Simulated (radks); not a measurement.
Results of a calculation; reference values are marked as such.
Hg13+, configuration [Kr] 4d10 4f14 5s2 5p5. Code: a radial shooting solver on a logarithmic mesh with Libxc functionals. Model: scalar-relativistic Kohn-Sham, PBEsol, spin-polarised, spherical densities, finite nucleus; open shells are filled with parallel spins first (spin-orbit coupling, left out, can overturn this in heavy ions); Fermi nuclear charge, rms radius 5.4648 fm.

X-ray form factor f0, the Fourier transform of the density (f0(0) = 67):

| sin(theta)/lambda (1/angstrom) | f0 (electrons) |
|---|---|
| 0.05 | 66.728 |
| 0.1 | 65.926 |
| 0.15 | 64.635 |
| 0.2 | 62.919 |
| 0.25 | 60.856 |
| 0.3 | 58.533 |
| 0.4 | 53.455 |
| 0.5 | 48.285 |
| 0.6 | 43.421 |
| 0.8 | 35.201 |
| 1 | 28.912 |
| 1.25 | 23.156 |
| 1.5 | 19.237 |
| 2 | 14.883 |
